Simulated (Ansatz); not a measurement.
Born–Oppenheimer molecular dynamics of C$_{2}$H$_{7}$ClOSn (12 atoms, charge 0, multiplicity 1). It starts from a relaxed structure.

Level of theory: RKS PBE/def2-SVP (Ansatz 0.2.0).

```json
{
 "ensemble": "NVE (velocity Verlet)",
 "time step": "0.5 fs",
 "steps asked": "150",
 "starting velocities drawn for": "300 K",
 "seed": "53179"
}
```

First frame:

```xyz
12
Properties=species:S:1:pos:R:3
Sn 0.023 -0.127 -0.168
Cl -0.158 0.101 2.211
C 2.095 0.079 -0.718
H 2.463 -0.841 -1.210
H 2.173 0.941 -1.407
H 2.679 0.277 0.200
O -0.827 1.509 -0.973
H -1.720 1.649 -0.605
C -1.096 -1.914 -0.668
H -1.569 -2.300 0.254
H -1.871 -1.654 -1.414
H -0.412 -2.676 -1.089
```

Problem. How far do the bonds stretch over the last three quarters of this one trajectory? (Pairs bonded in most of those frames.)

Solution. 
| bond | mean (Å) | spread (Å) | shortest | longest |
| --- | --- | --- | --- | --- |
| Sn1–Cl2 | 2.398 | 0.011 | 2.38 | 2.41 |
| Sn1–C3 | 2.161 | 0.005 | 2.15 | 2.17 |
| Sn1–O7 | 2.023 | 0.045 | 1.95 | 2.08 |
| Sn1–C9 | 2.171 | 0.020 | 2.15 | 2.21 |
| C3–H4 | 1.107 | 0.024 | 1.07 | 1.15 |
| C3–H5 | 1.108 | 0.012 | 1.09 | 1.13 |
| C3–H6 | 1.107 | 0.013 | 1.09 | 1.13 |
| O7–H8 | 0.978 | 0.011 | 0.96 | 0.99 |
| C9–H10 | 1.110 | 0.024 | 1.07 | 1.15 |
| C9–H11 | 1.108 | 0.009 | 1.09 | 1.13 |
| C9–H12 | 1.111 | 0.017 | 1.08 | 1.14 |

Mean temperature of the second half: 146 K. The conserved energy stayed within 0.14 meV per atom of its start (net change 0.076 meV per atom), so the integration is sound. Over the second half the temperature averaged 0.49 of the 300 K drawn at the start: a run that starts near a minimum puts about half its kinetic energy into the potential. A run of 0.075 ps of so small a system gives no equilibrium averages.

Run time: 6.4 min on 2 threads of Arm Neoverse V1, with other jobs on the host, peak memory 0.16 GiB.
